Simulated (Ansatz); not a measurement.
The cluster TaTe₂. Charge 0, multiplicity 4. Geometry PBE-D4/def2-TZVP; atoms count from 1.

Cartesian coordinates in Å:
```
Ta -0.1672 -0.6776 1.3817
Te 1.4422 0.3892 -0.5016
Te -1.2750 0.2884 -0.8800
```

In the def2 sets Ta, Te take a core potential; there is no spin–orbit coupling. The charge 0 quartet is spin-contaminated (final ⟨S²⟩ up to 3.87, 3.75 for a pure state). The structure comes from a short search, and lower isomers may exist.

(1) Estimate the Mulliken populations from the PBE0/def2-TZVP orbitals of Ansatz.

(2) Where does the spin sit?

(3) And the Mayer bond orders between bonded heavy atoms (over 0.3)?

Results:

(1) 
| atom | charge (e) | spin (α − β) | d electrons |
| --- | --- | --- | --- |
| Ta1 | 0.40 | 3.32 | 3.48 |
| Te2 | -0.20 | -0.16 | – |
| Te3 | -0.20 | -0.16 | – |
Mulliken values and Mayer orders depend strongly on the basis.

(2) Summed by element: Ta 3.32, Te -0.32, of 3 unpaired in all. Largest on single atoms: Ta1 3.32, Te2 -0.16, Te3 -0.16.

(3) Ta1–Te2 1.27 (2.70 Å); Ta1–Te3 1.27 (2.70 Å); Te2–Te3 1.09 (2.75 Å).
